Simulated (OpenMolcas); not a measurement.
Cu3+, Ag3+, Au3+: d8 down the group

| Item | Value |
| --- | --- |
| Program | OpenMolcas 26.06 |
| Method | CASSCF |
| Basis | ANO-R3 |
| Scalar Hamiltonian | X2C, finite nucleus |
| Spin-orbit coupling | state interaction with AMFI integrals over the reference wave functions, term energies averaged over their components |

Active space for each ion: 8 electrons in 5 orbitals (d).

Computed levels in cm-1 above 3F4:

```json
{"Level": "3F3", "Cu3+": "1842", "Ag3+": "4045", "Au3+": "12410"}
{"Level": "3P1", "Cu3+": "24243", "Ag3+": "19761", "Au3+": "26506"}
{"Level": "3P0", "Cu3+": "24594", "Ag3+": "20093", "Au3+": "23624"}
{"Level": "1G4", "Cu3+": "30407", "Ag3+": "24234", "Au3+": "29697"}
{"Level": "1S0", "Cu3+": "73048", "Ag3+": "56241", "Au3+": "62939"}
{"Level": "weight of 3F in the lowest level (%)", "Cu3+": "100", "Ag3+": "99", "Au3+": "96"}
```

Measured, with the error of the calculation in %. Measured levels: Cu3+ from Sugar and Musgrove, J. Phys. Chem. Ref. Data 19, 527 (1990); Ag3+ from the list in Gamrath, thesis, University of Mons (2023); Au3+ from Zainab et al., Astrophys. J. Suppl. Ser. 267, 12 (2023).

| Level | Cu3+ | Ag3+ | Au3+ |
| --- | --- | --- | --- |
| 3F3 | 1861 (-1.1) | 4172 (-3.1) | 12294 (+0.9) |
| 3P1 | 20097 (+20.6) | 15900 (+24.3) | 21490 (+23.3) |
| 3P0 | 20423 (+20.4) | 16092 (+24.9) | 18185 (+29.9) |
| 1G4 | 26913 (+13.0) | 20570 (+17.8) | 25702 (+15.5) |
| 1S0 | 61456 (+18.9) | 47139 (+19.3) | 55278 (+13.9) |

The fine-structure level 3F3 changes by a factor of 6.74 from Cu3+ to Au3+.

Without spin-orbit coupling 3P lies 22401, 15716, 14096 cm-1 above 3F in that order; the difference to the level 3P1, of either sign, comes from spin-orbit coupling, which also lowers the zero.

Without dynamic correlation excited terms often stand tens of per cent too high (terms of higher spin than the ground term too low), and those without a measured partner can miss by more than the paired ones. Measured partners are found by configuration, term and J. A level has none where our copy of the source lacks it or the pairing is in doubt (some pairs that miss far off the trend of their configuration count as doubtful), and it then counts in no deviation. Only configurations of the active space appear.
